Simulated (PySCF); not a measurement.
Simulated absorption spectrum

Compound: C6H6NO (charge +1).
Cartesian coordinates in Å at the PBE0-D3(BJ)/def2-SVP level; atoms count from 1:
```
atom  x, y, z in Å
O1    -2.1985    0.7339    1.9140
C2    -2.0780    0.2276    0.9220
C3    -1.6342   -0.3836   -0.3507
N4    -0.2314   -0.2179   -0.3672
C5     0.4091    0.9661   -0.7232
C6     1.7075    0.8653   -0.3109
C7     1.8642   -0.3987    0.3471
C8     0.6578   -1.0392    0.3214
H9    -1.9600   -1.4401   -0.3522
H10   -2.1559    0.1358   -1.1756
H11   -0.1115    1.7443   -1.2796
H12    2.4876    1.6040   -0.4860
H13    2.7859   -0.7996    0.7648
H14    0.3560   -2.0221    0.6807
```

Method: PySCF 2.14.0, density-fitted response routines, TDDFT PBE0/def2-SVPD, vertical, gas phase, core orbitals frozen in the response.

Each state is given a Gaussian of 0.4 eV full width at half maximum, with ε(max) = 2.175×10⁸ f / Δν̃ (Δν̃ the width in cm⁻¹). The cross-section is σ = 3.8235×10⁻²¹ ε cm², given in Mb (10⁻¹⁸ cm²). The width is an assumption, not a result. The curve ends short of the highest state used, and states not computed would add to its high-energy end.

E (eV), σ (Mb) and a bar:
```
     1.42       0.00 
     1.56       0.00 
     1.70       0.00 
     1.84       0.01 
     1.98       0.10 
     2.12       0.46 
     2.26       1.18 #
     2.40       1.53 #
     2.54       1.00 #
     2.68       0.34 
     2.82       0.07 
     2.96       0.19 
     3.10       1.95 #
     3.24      10.65 ########
     3.38      29.58 #####################
     3.52      41.64 ##############################
     3.66      29.72 #####################
     3.80      10.75 ########
     3.94       1.97 #
     4.08       0.18 
     4.22       0.01 
     4.36       0.00 
     4.50       0.00 
     4.64       0.02 
     4.78       0.20 
     4.92       1.18 #
     5.06       3.57 ###
     5.20       5.47 ####
     5.34       4.25 ###
     5.48       1.70 #
```

(1) Where are the band maxima, and which computed states make them?

(2) Coming from long wavelengths, where does ε first pass 100 L mol⁻¹ cm⁻¹?

(3) On this curve, what absorbance would a 10⁻⁵ mol/L sample give at 266 nm over a 1 cm path?

(4) Does any computed singlet lie in the visible range?

## Answers

(1) 520 nm (2.38 eV), ε about 400, made up of S2 (100%); 352 nm (3.52 eV), ε about 11000, made up of S4 (100%); 238 nm (5.22 eV), ε about 1400, made up of S5 (100%) (ε in L mol⁻¹ cm⁻¹; maxima over ε = 5, shares over 10%). The states used: S1 2.02 eV (f 0.0000); S2 2.38 eV (f 0.0059); S3 3.20 eV (f 0.0000); S4 3.52 eV (f 0.162); S5 5.22 eV (f 0.021); S6 6.08 eV (f 0.048).

(2) At about 590 nm (2.10 eV), 0.08 eV above S1.

(3) 266 nm is 4.661 eV, where ε is about 6.7 L mol⁻¹ cm⁻¹, so A = ε c l ≈ 6.7e-05 (Beer–Lambert, with the gas-phase spectrum and the assumed width).

(4) 3 computed singlets (S1 to S3) lie in the visible range (380 to 750 nm), the largest f among them at 520 nm, f = 0.0059; light of that wavelength is green, and its complementary colour is purple.

One conformer stands for the species.
